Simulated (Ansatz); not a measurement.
`[O][Ge]([F])([Cl])[Cl]` radical. The species carries charge 0 and has multiplicity 2.

**Question.** What are the harmonic wavenumbers in cm⁻¹ at PBE0-D4/def2-TZVP (Ansatz, finite differences of forces, unscaled)? (Best estimate.)

**Answer.** The calculation gave: 83, 129, 190, 217, 234, 437, 484, 716, 751.

**Question.** Is this a minimum?

**Answer.** Yes, all 9 modes are real.

**Question.** Give the ideal-gas thermochemistry at 298.15 K and 1 bar (rigid rotor, harmonic oscillator; point group Cs, symmetry number 1).

**Answer.** Zero-point energy 19.4 kJ/mol; H(298) − E = 39.2 kJ/mol; entropy 359.7 J/(mol·K), of which translation 173.5, rotation 118.0, vibration 62.4, electronic 5.8; G(298) − E = -68.0 kJ/mol. Modes under 100 cm⁻¹ are hindered rotations or soft bends, so the harmonic entropy is rough.
